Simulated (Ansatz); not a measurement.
BF3H2S. Total charge 0; spin multiplicity 1. The bonds changed during the relaxation, so this is another structure than the one it started from.

```csv
atom,x (Å),y (Å),z (Å)
F1,1.296,1.414,-0.344
B2,0.776,0.722,0.648
F3,-0.363,1.114,1.186
F4,1.493,-0.205,1.250
S5,-0.489,-1.143,-1.094
H6,-1.419,-0.268,-1.507
H7,-1.294,-1.634,-0.138
```

List the harmonic frequencies (cm⁻¹, unscaled) at PBE0-D4/def2-TZVP in Ansatz. (An estimate is asked.)

The calculation gave: 40, 77, 103, 110, 277, 301, 471, 473, 603, 875, 1206, 1450, 1460, 2721, 2736.

Is this a minimum?

Yes, all 15 modes are real.

Give the ideal-gas thermochemistry at 298.15 K and 1 bar (rigid rotor, harmonic oscillator; point group Cs, symmetry number 1).

Zero-point energy 77.2 kJ/mol; H(298) − E = 99.4 kJ/mol; entropy 367.8 J/(mol·K), of which translation 166.5, rotation 113.5, vibration 87.8; G(298) − E = -10.3 kJ/mol. Modes under 100 cm⁻¹ are hindered rotations or soft bends, so the harmonic entropy is rough.
